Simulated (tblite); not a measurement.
Species: C6H9FO2 (charge +1 and doublet state).
Numbering: `[CH2+:1][C:2]([CH2:3][F:4])[CH2:5][O:6][C:7]([CH3:8])=[O:9]` (hydrogens: H10, H11 on C1; H12, H13 on C3; H14, H15 on C5; H16, H17, H18 on C8)

Geometry (GFN2-xTB, Å), atoms numbered from 1 in this order:
```
atom  x, y, z in Å
C1    -2.546   -1.059   -1.243
C2    -1.531   -0.367   -0.671
C3    -1.756    0.386    0.598
F4    -0.750    1.255    0.871
C5    -0.189   -0.310   -1.300
O6     0.850   -0.353   -0.324
C7     1.848    0.486   -0.539
C8     2.990    0.326    0.419
O9     1.832    1.300   -1.428
H10   -2.402   -1.640   -2.139
H11   -3.541   -1.048   -0.827
H12   -2.689    0.969    0.549
H13   -1.840   -0.297    1.460
H14   -0.054   -1.122   -2.025
H15   -0.034    0.649   -1.855
H16    2.607   -0.029    1.374
H17    3.514    1.272    0.527
H18    3.684   -0.410    0.011
```

Computed values, GFN2-xTB/tblite, gas phase, harmonic and unscaled. Against measured fundamentals such values can be off by several per cent, at times by over 20. One conformer, not necessarily the lowest. Open shells enter through the occupations alone, without spin polarisation, and single modes of such species can be off by tens of per cent. The optimisation stopped once no atom felt more than 0.01 eV/Å.

Lowest wavenumbers of the output (negative numbers stand for imaginary wavenumbers):
```
mode    cm-1
  1     -35.2
  2      47.4
  3      51.9
  4      96.9
  5     102.0
  6     203.1
  7     233.9
  8     281.5
  9     332.7
 10     403.2
 11     469.3
 12     472.7
 13     550.8
 14     585.3
 15     624.1
```

**Question.** Is this structure a minimum?

**Answer.** Not by this Hessian. 1 mode is imaginary beyond 20i (35i cm⁻¹), so at this level the point lies at or near a first-order saddle. The curvature is small, so loose convergence or finite differences may be the whole cause.

**Question.** Which atoms move in the imaginary mode?

**Answer.** 35i: H16 (hydrogen on carbon) 34 %, H18 (hydrogen on carbon) 33 %, H17 (hydrogen on carbon) 30 %. These are shares of the mass-weighted motion.

**Question.** What is the remedy?

**Answer.** Step along that mode in both directions, optimise again with tighter thresholds and repeat the frequencies. The zero-point energy of this point (84.4 kcal/mol) counts the 47 real modes alone, and thermal corrections from it aren't those of a minimum.

Time: 0.53 s wall. Hardware: one thread of an Arm Neoverse V2, no GPU, on a shared host. The figure is for the frequency step alone.
